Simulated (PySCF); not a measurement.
How methods differ on the ionisation energy of Xe

Xe [Xe] (1S) → Xe⁺ [Kr] 4d10 5s2 5p5 (2P), as a difference of total energies. Computed with PySCF 2.14 in def2-QZVPPD with the def2 core potential (28 electrons), with scalar relativity through the core potential. Correlated levels: valence: 4s2 4p6 4d10 frozen; valence and next inner shell: nothing frozen outside the core potential. The calculations carry no spin-orbit coupling.

```json
{"method": "UHF", "ionisation energy (eV)": "11.443", "error (eV)": "-1.122"}
{"method": "LDA", "ionisation energy (eV)": "12.606", "error (eV)": "+0.041"}
{"method": "PBE", "ionisation energy (eV)": "12.319", "error (eV)": "-0.246"}
{"method": "PBE0", "ionisation energy (eV)": "12.381", "error (eV)": "-0.184"}
{"method": "r2SCAN", "ionisation energy (eV)": "12.415", "error (eV)": "-0.150"}
{"method": "r2SCANh", "ionisation energy (eV)": "12.422", "error (eV)": "-0.143"}
{"method": "TPSSh", "ionisation energy (eV)": "12.384", "error (eV)": "-0.181"}
{"method": "M06", "ionisation energy (eV)": "12.061", "error (eV)": "-0.504"}
{"method": "wB97X", "ionisation energy (eV)": "12.317", "error (eV)": "-0.248"}
{"method": "MP2 (valence)", "ionisation energy (eV)": "12.385", "error (eV)": "-0.180"}
{"method": "SCS-MP2 (valence)", "ionisation energy (eV)": "12.329", "error (eV)": "-0.236"}
{"method": "MP2 (valence and next inner shell)", "ionisation energy (eV)": "12.534", "error (eV)": "-0.031"}
{"method": "SCS-MP2 (valence and next inner shell)", "ionisation energy (eV)": "12.434", "error (eV)": "-0.131"}
```

Reference: 12.565 eV (measured; NIST levels, between the centres of gravity of the two terms).

Errors of the correlated levels include the incompleteness of this basis and the frozen core.
